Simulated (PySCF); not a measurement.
Species: C8H14Si.
Cartesian coordinates in Å at the GFN2-xTB level; atoms count from 1:
```xyz
23
C8H14Si angstrom
C      2.5937    1.5673   -0.2779
C      2.0279    0.2917    0.3338
C      0.6913   -0.0930   -0.2041
C     -0.0410    0.4582   -1.1695
C     -1.3615   -0.2625   -1.2597
C     -2.2869    0.2899   -0.1539
Si    -1.4182   -0.2997    1.4393
C     -0.0970   -1.2227    0.4029
C     -0.9491   -1.6572   -0.7933
H      1.9189    2.4020   -0.1035
H      2.7278    1.4491   -1.3506
H      3.5586    1.8038    0.1654
H      2.7252   -0.5365    0.1651
H      1.9362    0.4115    1.4188
H      0.2001    1.3130   -1.7747
H     -1.8291   -0.2213   -2.2455
H     -2.3845    1.3709   -0.2426
H     -3.2870   -0.1312   -0.2608
H     -2.2399   -1.2135    2.2366
H     -0.8479    0.7715    2.2560
H      0.5024   -2.0045    0.8616
H     -1.7980   -2.2879   -0.5280
H     -0.3468   -2.1720   -1.5461
```

NICS is the negative of the GIAO shielding at a point without a nucleus: at the ring centre (0) and 1 Å above and below it (1); zz is the component along the ring normal. Level: GIAO PBE0/pcSseg-1 (PySCF, non-relativistic, gas phase) on the GFN2-xTB geometry, one conformer.

Ring bond lengths (Å), with Mayer bond orders in brackets: C3–C4 1.331 (1.78), C4–C5 1.507 (0.99), C5–C9 1.527 (0.98), C9–C8 1.532 (0.98), C8–C3 1.505 (0.97); C5–C6 1.544 (0.97), C6–Si7 1.908 (0.93), Si7–C8 1.916 (0.87), C8–C9 1.532 (0.98), C9–C5 1.527 (0.98).

Task: What do the NICS probes read (ppm)?

Result: 
```csv
ring,type,NICS(0),"NICS(1), two faces","NICS(1)zz, two faces",rms pucker (Å),"centre to ring atoms, mean (Å)"
C3–C4–C5–C9–C8,"5-membered carbocycle; formal bonds 1 double, 4 single",-5.7,-7.4 / -5.7,-9.0 / -6.2,0.21,1.23
C5–C6–Si7–C8–C9,5-membered ring with Si; formal bonds all single,-8.0,-9.1 / -5.0,-15.2 / -5.2,0.28,1.37
```

Task: What can be read from them?

Result: 
- C3–C4–C5–C9–C8: mean NICS(1)zz -7.6 ppm, shielded. C5, C8, C9 have four or more neighbours, and the NICS criterion for π rings isn't applied.
- C5–C6–Si7–C8–C9: mean NICS(1)zz -10.2 ppm, shielded. C5, C6, Si7, C8, C9 have four or more neighbours; no verdict on aromaticity is drawn. The two faces differ by 10.0 ppm, so no symmetry operation interchanges them.

Task: What are the shieldings of the ring atoms and their hydrogens in the same run (means over atoms taken as equivalent)?

Result: 
```json
{"atoms": "C3", "environment": "fully substituted alkene carbon", "σ isotropic (ppm)": "28.2", "principal values of the symmetric part, first atom (ppm)": "-70.2, 12.5, 142.4"}
{"atoms": "C4", "environment": "alkene CH carbon", "σ isotropic (ppm)": "53.4", "principal values of the symmetric part, first atom (ppm)": "-44.2, 51.0, 153.5"}
{"atoms": "C5", "environment": "sp3 carbon at a ring junction", "σ isotropic (ppm)": "142.3", "principal values of the symmetric part, first atom (ppm)": "134.2, 143.6, 149.2"}
{"atoms": "C6", "environment": "sp3 carbon bound to silicon", "σ isotropic (ppm)": "172.3", "principal values of the symmetric part, first atom (ppm)": "153.5, 165.0, 198.3"}
{"atoms": "Si7", "environment": "SiH2 silicon", "σ isotropic (ppm)": "396.3", "principal values of the symmetric part, first atom (ppm)": "372.2, 401.1, 415.6"}
{"atoms": "C8", "environment": "sp3 carbon bound to silicon", "σ isotropic (ppm)": "149.2", "principal values of the symmetric part, first atom (ppm)": "129.6, 150.0, 168.1"}
{"atoms": "C9", "environment": "ring CH2 carbon", "σ isotropic (ppm)": "138.3", "principal values of the symmetric part, first atom (ppm)": "116.8, 140.1, 158.0"}
{"atoms": "H15", "environment": "vinylic hydrogen", "σ isotropic (ppm)": "25.97", "principal values of the symmetric part, first atom (ppm)": "23.7, 25.8, 28.4"}
{"atoms": "H16", "environment": "methine hydrogen", "σ isotropic (ppm)": "28.68", "principal values of the symmetric part, first atom (ppm)": "24.2, 26.2, 35.6"}
{"atoms": "H17", "environment": "methylene hydrogen", "σ isotropic (ppm)": "30.94", "principal values of the symmetric part, first atom (ppm)": "26.2, 27.8, 38.9"}
{"atoms": "H18", "environment": "methylene hydrogen", "σ isotropic (ppm)": "30.73", "principal values of the symmetric part, first atom (ppm)": "25.5, 27.1, 39.5"}
{"atoms": "H19", "environment": "Si–H hydrogen", "σ isotropic (ppm)": "27.59", "principal values of the symmetric part, first atom (ppm)": "24.1, 24.2, 34.5"}
{"atoms": "H20", "environment": "Si–H hydrogen", "σ isotropic (ppm)": "28.32", "principal values of the symmetric part, first atom (ppm)": "24.1, 26.4, 34.5"}
{"atoms": "H21", "environment": "methine hydrogen", "σ isotropic (ppm)": "29.59", "principal values of the symmetric part, first atom (ppm)": "25.6, 27.8, 35.5"}
```

The list is cut; further classes of hydrogen are left out.
